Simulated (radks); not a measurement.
The numbers below are computed, except where a source is named.
Spherical quantum dot in the effective-mass picture: electrons in a hard-walled sphere of radius 3.95, with a point charge +1 (a donor) at the centre, all in effective atomic units (hartree* = m*/eps^2 hartree, bohr* = eps/m* bohr), one dielectric constant everywhere. Level of theory: non-relativistic Kohn-Sham, r2SCAN, spin-polarised, spherical densities, generalised Kohn-Sham scheme (a radial shooting solver with Libxc functionals). Levels are named by radial order and angular momentum (1s, 1p, 1d, 2s, ...), and open shells are averaged over m. Results are scaled to m* = 0.25 and eps = 4.6, for which hartree* = 321.5 meV and bohr* = 0.9737 nm.

N = 32, configuration 1s2 1p6 1d10 2s(up 1, down 0) 1f(up 7, down 6). This is the lowest configuration that the search found. Occupied levels:

level    occupation  eigenvalue (meV)  <r> (nm)
1s up             1            3222.7     2.630
1s down           1            3229.3     2.677
1p up             3            3277.4     2.772
1p down           3            3281.2     2.771
1d up             5            3368.0     2.844
1d down           5            3372.1     2.841
2s up             1            3493.7     1.332
1f up             7            3494.0     2.903
1f down           6            3498.8     2.901

Energy (meV): total 57820.4, kinetic 13988, external -3915.6, Hartree 52670, exchange-correlation -4922.4.
